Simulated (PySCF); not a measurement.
C₆ coefficients of unlike pairs at PBE

Calculated with PySCF 2.14 from the dipole response of each species, C₆(A,B) = (3/π) ∫ α_A(iu) α_B(iu) du, in atomic units, from isotropic polarisabilities. For ions this is the dispersion term alone; charge-induced terms of lower order in 1/R come first.

| species | configuration | basis | relativity | α (bohr³) | C₆ (like pair) |
| --- | --- | --- | --- | --- | --- |
| Sn | [Kr] 4d10 5s2 5p2 (3P) | x2c-QZVPPall with one added diffuse shell each of s, p, d, f type (14s10p8d5f1g) | spin-free X2C | 62.11 | 682.2 |
| Nb²⁺ | [Kr] 4d3 (4F) | def2-TZVPPD with the def2 core potential (28 electrons) (6s4p3d2f1g) | core potential | 11.10 | 57.49 |
| Pd⁺ | [Kr] 4d9 (2D) | x2c-TZVPPall with one added diffuse shell each of s, p, d, f type (9s7p7d3f1g) | spin-free X2C | 12.14 | 74.93 |
| Br³⁺ | [Ar] 3d10 4s2 4p2 (3P) | aug-cc-pVQZ-PP with ECP10MDF (7s6p5d3f2g) | core potential | 6.019 | 22.37 |

Task: Estimate C₆ for Br³⁺ with Nb²⁺.

Result: The integral gives 35.73. The combination rule 2 C_A C_B / (C_A α_B/α_A + C_B α_A/α_B) gives 35.51 and the geometric mean 35.86.

No spin-orbit coupling is included.

The other pairs:

```csv
pair,C₆
"Br³⁺, Sn",108.8
"Br³⁺, Pd⁺",40.82
"Nb²⁺, Sn",180.0
"Pd⁺, Sn",203.3
"Pd⁺, Nb²⁺",65.58
```
